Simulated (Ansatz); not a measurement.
`O[SiH](O)O` → H• + `O[Si](O)O`•  (homolysis of the H–Si bond)

Computed with Ansatz on PBE0-D4/def2-TZVP structures; ΔE is electronic, products minus reactants. CBS: MP2 limit from def2 TZ/QZ plus the TZ coupled-cluster correction, frozen cores. This one scheme is used for every species, atoms too. DFT in def2-TZVPP. HSE06 is defined as in plane-wave codes. Open shells (•) are unrestricted, without spin–orbit coupling. Each species was taken in one conformer, which may not be the lowest.

```csv
level,ΔE (kJ/mol)
r2SCAN-D4,407.8
r2SCAN,407.4
PBE0,407.1
HSE06,407.1
MP2/def2-SVP,408.3
SCS-MP2/def2-TZVPP,430.4
CCSD/def2-TZVPP,429.0
MP2/CBS(def2),422.4
```

What does CCSD(T)/CBS give? (Estimate.)

Computed: +434.0 kJ/mol. The listed levels differ from it by -26.2, -26.6, -26.9, -26.9, -25.7, -3.6, -5.0, -11.6 kJ/mol.

Largest T1 diagnostic among the species: 0.014.

From BLYP to BHLYP (50 % exact exchange), in def2-TZVPP and without D4, ΔE moves by +21.1 kJ/mol. At CCSD(T), def2-SVP lies −13.6 kJ/mol from the extrapolated value and def2-TZVPP −5.7 kJ/mol: correlation converges slowly with the basis, and small sets miss more of it in the bonded molecule than in its fragments.
